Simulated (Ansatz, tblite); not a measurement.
Removing an electron: (CdS)6 ring (Cd₆S₆). Charge 0, multiplicity 1. Geometry: PBE-D4/def2-SVP. Ansatz, gas phase; energy differences of separate SCF runs; the oxidised species was run as a doublet alone.

Cartesian coordinates in Å:
```
Cd 3.0903 1.1023 0.5512
S 2.9423 2.4781 2.4622
Cd 0.5832 2.5431 2.4253
S -1.7770 2.6189 2.4580
Cd -1.9878 2.2103 0.1446
S -2.1828 1.8190 -2.1734
Cd -2.6576 -0.4820 -1.9419
S -3.1561 -2.7819 -1.7723
Cd -1.1214 -3.3108 -0.6995
S 0.8849 -3.8887 0.4041
Cd 2.0923 -2.0655 -0.4796
S 3.2897 -0.2428 -1.3787
```

In the def2 sets Cd takes a core potential; there is no spin–orbit coupling. The xTB rows come from tblite. B3LYP takes the VWN-RPA correlation. Single mean-field runs in def2-TZVP are fitted with def2-universal-jkfit. HOMO above LUMO, or a gap near zero within one spin, warns that the state may not be the lowest or that an electron is smeared out.

**Question.** Estimate orbital energies and vertical ionisation energies at: GFN1-xTB; GFN2-xTB; PBE-D4/def2-TZVP; B3LYP-D4/def2-TZVP; PBE0-D4/def2-TZVP.

**Answer.** 
```
             level  −HOMO (eV)  vertical IE (eV)  −LUMO (eV)  HOMO–LUMO gap (eV)                                     remarks
          GFN1-xTB        9.73             11.34        6.77                2.96                                           –
          GFN2-xTB       10.85             12.52        8.46                2.38                                           –
  PBE-D4/def2-TZVP        6.03              7.68        3.15                2.87  gap within one spin near zero (+1 doublet)
B3LYP-D4/def2-TZVP        6.89              8.18        2.69                4.20                                           –
 PBE0-D4/def2-TZVP        7.14              8.32        2.48                4.66                                           –
```

  Raw xTB energy differences between charge states are shifted by several eV; the methods need an empirical correction for them.
